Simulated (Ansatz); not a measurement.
One change: `CC(=O)Br` becomes `CC(=O)[O][GeH3]`.

Ansatz, PBE0-D4/def2-TZVP geometries, multiplicity 1. 

Scalar relativity is left out up to krypton.

| property | `CC(=O)Br` |
| --- | --- |
| size of the dipole moment (B3LYP/def2-TZVPP) / D | 2.82 |
| HOMO energy (PBE0/def2-TZVPP) / eV | -8.26 |
| ideal-gas entropy at 298 K and 1 bar (rigid rotor, harmonic PBE0-D4/def2-TZVP) / J/(mol·K) | 306 |
| LUMO energy (PBE0/def2-TZVPP) / eV | -1.14 |
| HOMO–LUMO gap (B3LYP/def2-TZVPP) / eV | 6.60 |
| HOMO–LUMO gap (PBE0/def2-TZVPP) / eV | 7.12 |

(1) What does the change do to each property? (Best estimate.)

## Answers

(1) Computed: 
```tsv
property	`CC(=O)[O][GeH3]`	shift
size of the dipole moment (B3LYP/def2-TZVPP) / D	1.51	-1.31
HOMO energy (PBE0/def2-TZVPP) / eV	-8.02	0.24
ideal-gas entropy at 298 K and 1 bar (rigid rotor, harmonic PBE0-D4/def2-TZVP) / J/(mol·K)	350	44
LUMO energy (PBE0/def2-TZVPP) / eV	0.18	1.32
HOMO–LUMO gap (B3LYP/def2-TZVPP) / eV	7.68	1.08
HOMO–LUMO gap (PBE0/def2-TZVPP) / eV	8.20	1.08
```

With PBE0 the HOMO rises by 0.24 eV and the LUMO rises by 1.32 eV, so the gap widens by about 1.08 eV. PBE moves the HOMO by 0.50 eV and ωB97M-V by 0.05 eV. The zero-point energy changes by 74.8 kJ/mol with +12 modes. Dipoles are sizes alone; their direction can turn.

B3LYP here is the variant with VWN-RPA as its local correlation; programs differ in this.

Spin–orbit coupling is left out; it splits and shifts lone-pair levels of the heavy atoms by tenths of an eV.
